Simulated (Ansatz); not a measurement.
def2 core potentials replace the inner electrons of Sn.

Species: C3H5Cl3Sn, SMILES `C=C[CH2][Sn]([Cl])([Cl])[Cl]` (C–C–C–Sn torsion 99°) (charge 0, multiplicity 1).

Problem. Give a relaxed geometry from PBE0-D3(BJ)/def2-SVP in Ansatz (an electronic-structure program).

Solution. Several could match; the one computed here: the end point of this relaxation, one of several conformers (outside a Z-matrix the atoms follow the SMILES, hydrogens last).
Bonds (Å): C1–C2 1.336, C1–H8 1.092, C1–H9 1.095, C2–C3 1.485, C2–H10 1.096, C3–Sn4 2.156, C3–H11 1.100, C3–H12 1.100, Sn4–Cl5 2.336, Sn4–Cl6 2.339, Sn4–Cl7 2.338. Angles (°): C2–C1–H8 121.1, C2–C1–H9 121.7, H8–C1–H9 117.2, C1–C2–C3 124.6, C1–C2–H10 119.2, C3–C2–H10 116.2, C2–C3–Sn4 108.8, C2–C3–H11 113.4, C2–C3–H12 113.8, Sn4–C3–H11 105.0, Sn4–C3–H12 105.6, H11–C3–H12 109.5, C3–Sn4–Cl5 110.1, C3–Sn4–Cl6 113.9, C3–Sn4–Cl7 110.8, Cl5–Sn4–Cl6 107.4, Cl5–Sn4–Cl7 107.2, Cl6–Sn4–Cl7 107.2.
